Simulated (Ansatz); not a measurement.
C$_{4}$H$_{12}$ClInN$_{2}$, SMILES `C[N](C)[In]([Cl])[N](C)C` at its PBE0-D4/def2-TZVP geometry, where that method's forces vanish. The species carries charge 0 and has multiplicity 1. In takes the def2 core potential.

| atom | x (Å) | y (Å) | z (Å) |
| --- | --- | --- | --- |
| C1 | 1.670 | 2.443 | -1.057 |
| N2 | 1.280 | 1.107 | -0.686 |
| C3 | 2.052 | 0.088 | -1.347 |
| In4 | -0.421 | 0.756 | 0.302 |
| Cl5 | -1.497 | 2.685 | 1.068 |
| N6 | -1.241 | -0.949 | 0.946 |
| C7 | -2.502 | -0.957 | 1.642 |
| C8 | -0.831 | -2.256 | 0.504 |
| H9 | 2.722 | 2.629 | -0.794 |
| H10 | 1.062 | 3.187 | -0.540 |
| H11 | 1.570 | 2.620 | -2.139 |
| H12 | 1.755 | -0.913 | -1.026 |
| H13 | 3.122 | 0.198 | -1.117 |
| H14 | 1.953 | 0.129 | -2.443 |
| H15 | -3.319 | -1.352 | 1.019 |
| H16 | -2.782 | 0.050 | 1.960 |
| H17 | -2.446 | -1.587 | 2.542 |
| H18 | -0.737 | -2.944 | 1.357 |
| H19 | -1.550 | -2.708 | -0.197 |
| H20 | 0.141 | -2.225 | 0.006 |

(1) For each bond, give half the difference of the two atoms' forces along it (eV/Å; positive pushes the atoms apart) under PBE-D4, r2SCAN-D4, B3LYP-D4, ωB97M-V in def2-TZVPP. (Estimate.)

## Answers

(1) The calculation gave: 
```csv
bond,length (Å),PBE-D4,r2SCAN-D4,B3LYP-D4,ωB97M-V
C1–H10,1.092,0.07,-0.06,-0.12,-0.08
C1–H11,1.101,0.11,-0.04,-0.06,-0.11
C3–H12,1.092,0.07,-0.06,-0.11,-0.08
C3–H13,1.100,0.13,-0.03,-0.07,-0.12
C3–H14,1.102,0.11,-0.04,-0.07,-0.11
In4–Cl5,2.338,0.13,0.04,0.17,-0.02
In4–N6,1.998,0.06,-0.03,0.01,-0.16
N6–C8,1.439,0.03,0.14,0.15,0.25
C7–H15,1.101,0.11,-0.04,-0.06,-0.10
C7–H16,1.092,0.07,-0.06,-0.12,-0.08
C7–H17,1.100,0.12,-0.03,-0.07,-0.12
C8–H18,1.100,0.13,-0.03,-0.07,-0.12
C8–H19,1.102,0.11,-0.04,-0.06,-0.11
C8–H20,1.092,0.07,-0.06,-0.11,-0.08
```

B3LYP here is the variant with VWN-RPA as its local correlation; programs differ in this.

All numbers were calculated with Ansatz.
